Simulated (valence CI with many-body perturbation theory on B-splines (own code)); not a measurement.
## E1 transitions of Sr VI

Level of theory: relativistic CI+MBPT: five valence electrons over a frozen Dirac-Fock core [Ar] 3d10, radial functions for each j: 11 s, 11 p, 10 d, 8 f, 5 g, 2 h, with the one-electron correlation potential Σ1, the two-electron term Σ2, the three-electron term Σ3, Breit, model QED; selected CI, second order for the rest, scaled by the run's own slope (own B-spline code, finite nucleus).

Set against measurement, 20 paired levels are off by 110 cm⁻¹ on average, the worst by 299. These come from a selection out of Sansonetti, J. Phys. Chem. Ref. Data 41, 013102 (2012). Levels without a partner in it may be off by more. Among the levels kept, up to 3300 cm⁻¹ of a level comes from second order outside the variational space, and about a tenth of that is noise between levels of different J, which matters for small intervals.

Lines 51 to 100 of 600 in falling wavelength, among levels below 60.196 eV, chosen from the strongest by gf and those to the six lowest levels. Wavelengths and rates use the calculated energies, so an error of 100 cm⁻¹ moves a line at 156.7 nm by 0.16 % and its rate by three times that or more. Electric multipoles are in the length gauge, E1 and E2 with the static RPA response of the core. Weak lines are less certain than strong ones. Lines between different terms over intervals too small for the method are left out, as are lines whose strength nearly cancels. Where a level lies close to another of its J and parity, the split of strength between their lines is uncertain. The highest levels of a list are the least certain.

Names give the largest LS component (configuration and term), which can be under half, so a name can repeat, a term be missing and a line seem to break the LS rules; names also repeat where a configuration has a term twice. Letters in brackets count levels of one name in rising energy.

| λ vac (nm) | Upper | Lower | A (s⁻¹) | log gf | Branch % |
| --- | --- | --- | --- | --- | --- |
| 156.7 | 4s2.4p2.5p 2P°_1/2 [a] | 4s2.4p2.5s 2P_1/2 | 3.63e+08 | -0.57 | 9.8 |
| 154.3 | 4s2.4p2.5p 2F°_5/2 | 4s2.4p2.5s 2P_3/2 | 9.21e+07 | -0.71 | 2.1 |
| 153.7 | 4s2.4p2.5d 4D_7/2 | 4s.4p3.4d 2G°_9/2 | 4.89e+07 | -0.86 | 1.4 |
| 153.2 | 4s2.4p2.5p 2P°_3/2 [b] | 4s2.4p2.5s 2D_3/2 | 3.97e+08 | -0.25 | 7.9 |
| 153.0 | 4s.4p3.4d 4P°_3/2 [a] | 4s2.4p2.5s 2D_3/2 | 1.85e+08 | -0.59 | 2.6 |
| 152.5 | 4s2.4p2.5d 2D_3/2 | 4s2.4p2.5p 2P°_1/2 [b] | 2.41e+08 | -0.47 | 5.0 |
| 150.8 | 4s2.4p2.5p 2P°_3/2 [b] | 4s2.4p2.5s 2D_5/2 | 3.15e+08 | -0.37 | 6.3 |
| 150.7 | 4s.4p3.4d 4P°_3/2 [a] | 4s2.4p2.5s 2D_5/2 | 1.20e+08 | -0.79 | 1.7 |
| 150.3 | 4s2.4p2.5d 4F_3/2 | 4s.4p3.4d 4G°_5/2 | 1.04e+08 | -0.85 | 2.9 |
| 148.4 | 4s2.4p2.5d 4F_5/2 [a] | 4s.4p3.4d 4G°_7/2 | 7.47e+07 | -0.83 | 2.0 |
| 148.4 | 4s2.4p2.5p 2D°_5/2 [b] | 4s2.4p2.5s 2P_3/2 | 1.15e+08 | -0.64 | 3.0 |
| 143.3 | 4s2.4p2.5d 2F_7/2 | 4s2.4p2.5p 2D°_5/2 [b] | 9.26e+07 | -0.64 | 2.0 |
| 142.7 | 4s2.4p2.5d 2P_3/2 | 4s2.4p2.5p 2P°_3/2 [a] | 1.81e+08 | -0.66 | 4.6 |
| 139.6 | 4s2.4p2.5d 4F_7/2 | 4s.4p3.4d 4G°_9/2 | 1.10e+08 | -0.59 | 3.2 |
| 139.2 | 4s2.4p2.5d 2D_5/2 | 4s2.4p2.5p 2D°_3/2 [c] | 9.16e+07 | -0.80 | 1.8 |
| 139.0 | 4s2.4p2.5p 2D°_3/2 [c] | 4s2.4p2.5s 2P_1/2 | 1.32e+08 | -0.81 | 3.2 |
| 136.4 | 4s2.4p2.5d 2D_5/2 | 4s2.4p2.5p 2F°_5/2 | 1.18e+08 | -0.70 | 2.3 |
| 136.3 | 4s2.4p2.5d 4P_3/2 [a] | 4s2.4p2.5p 2P°_3/2 [a] | 2.58e+08 | -0.54 | 6.3 |
| 135.9 | 4s2.4p2.5p 2P°_1/2 [b] | 4s2.4p2.5s 2P_3/2 | 4.39e+08 | -0.61 | 8.4 |
| 134.1 | 4s2.4p2.5d 4F_9/2 | 4s.4p3.4d 4G°_11/2 | 1.12e+08 | -0.52 | 3.3 |
| 130.4 | 4s2.4p2.5d 2P_1/2 | 4s2.4p2.5p 2P°_1/2 [a] | 8.66e+08 | -0.36 | 21.1 |
| 128.5 | 4s2.4p2.5d 4F_5/2 [a] | 4s2.4p2.5p 2D°_3/2 [a] | 2.19e+08 | -0.49 | 5.7 |
| 128.4 | 4s2.4p2.5d 4P_3/2 [b] | 4s2.4p2.5p 4P°_5/2 | 2.84e+08 | -0.55 | 6.3 |
| 128.2 | 4s2.4p2.5d 4D_5/2 | 4s2.4p2.5p 4P°_5/2 | 6.06e+08 | -0.05 | 14.9 |
| 127.0 | 4s2.4p2.5d 2P_1/2 | 4s2.4p2.5p 2P°_3/2 [a] | 3.30e+08 | -0.80 | 8.1 |
| 126.9 | 4s2.4p2.5d 2P_3/2 | 4s2.4p2.5p 2D°_3/2 [b] | 1.80e+08 | -0.76 | 4.5 |
| 126.0 | 4s2.4p2.5d 4F_7/2 | 4s2.4p2.5p 2D°_5/2 [a] | 1.84e+08 | -0.45 | 5.4 |
| 125.7 | 4s2.4p2.5d 4F_5/2 [b] | 4s2.4p2.5p 2D°_3/2 [b] | 4.32e+08 | -0.21 | 10.3 |
| 123.8 | 4s2.4p2.5d 4D_1/2 | 4s2.4p2.5p 4P°_1/2 | 1.26e+09 | -0.24 | 33.5 |
| 123.8 | 4s2.4p2.5d 4F_3/2 | 4s2.4p2.5p 4D°_3/2 | 3.63e+08 | -0.48 | 10.0 |
| 123.5 | 4s2.4p2.5d 2D_3/2 | 4s2.4p2.5p 2P°_1/2 [a] | 1.09e+09 | 0.00 | 22.5 |
| 123.2 | 4s2.4p2.5d 4F_3/2 | 4s.4p3.4d 4D°_1/2 [b] | 3.40e+08 | -0.51 | 9.4 |
| 123.2 | 4s2.4p2.5d 2F_7/2 | 4s2.4p2.5p 4P°_5/2 | 2.51e+09 | 0.66 | 53.4 |
| 122.4 | 4s2.4p2.5d 2F_5/2 | 4s2.4p2.5p 2D°_5/2 [a] | 2.88e+08 | -0.41 | 6.7 |
| 122.2 | 4s2.4p2.5d 2F_5/2 | 4s2.4p2.5p 2D°_3/2 [b] | 1.95e+09 | 0.42 | 45.6 |
| 122.0 | 4s2.4p2.5d 2D_5/2 | 4s2.4p2.5p 2P°_3/2 [a] | 2.21e+09 | 0.47 | 42.6 |
| 122.0 | 4s2.4p2.5d 4F_7/2 | 4s.4p3.4d 4F°_5/2 [a] | 1.27e+08 | -0.65 | 3.7 |
| 121.9 | 4s2.4p2.5d 4P_1/2 | 4s2.4p2.5p 4P°_3/2 | 2.54e+09 | 0.05 | 51.0 |
| 121.8 | 4s2.4p2.5d 4P_3/2 [a] | 4s2.4p2.5p 2D°_3/2 [b] | 5.51e+08 | -0.31 | 13.5 |
| 121.7 | 4s2.4p2.5d 2D_5/2 | 4s2.4p2.5p 4P°_5/2 | 3.68e+08 | -0.31 | 7.1 |
| 121.5 | 4s2.4p2.5d 4P_3/2 [a] | 4s2.4p2.5p 4P°_1/2 | 1.51e+09 | 0.13 | 37.0 |
| 121.4 | 4s2.4p2.5d 4P_3/2 [b] | 4s2.4p2.5p 4P°_3/2 | 1.90e+09 | 0.22 | 42.1 |
| 121.4 | 4s2.4p2.5d 4F_9/2 | 4s2.4p2.5p 4D°_7/2 | 3.11e+09 | 0.84 | 93.0 |
| 121.3 | 4s2.4p2.5d 4D_5/2 | 4s2.4p2.5p 4P°_3/2 | 1.09e+09 | 0.16 | 26.9 |
| 121.3 | 4s2.4p2.5d 4F_5/2 [a] | 4s2.4p2.5p 4D°_3/2 | 2.40e+09 | 0.50 | 63.1 |
| 121.1 | 4s2.4p2.5d 2P_3/2 | 4s2.4p2.5p 2D°_3/2 [a] | 4.82e+08 | -0.37 | 12.2 |
| 120.7 | 4s2.4p2.5d 4F_7/2 | 4s2.4p2.5p 4D°_5/2 | 2.75e+09 | 0.68 | 79.9 |
| 120.7 | 4s2.4p2.5d 4F_5/2 [b] | 4s2.4p2.5p 4D°_5/2 | 8.06e+08 | 0.02 | 19.3 |
| 120.6 | 4s2.4p2.5d 4D_7/2 | 4s2.4p2.5p 4D°_7/2 | 8.49e+08 | 0.17 | 24.4 |
| 120.5 | 4s2.4p2.5d 2D_3/2 | 4s2.4p2.5p 2P°_3/2 [a] | 5.61e+08 | -0.31 | 11.6 |
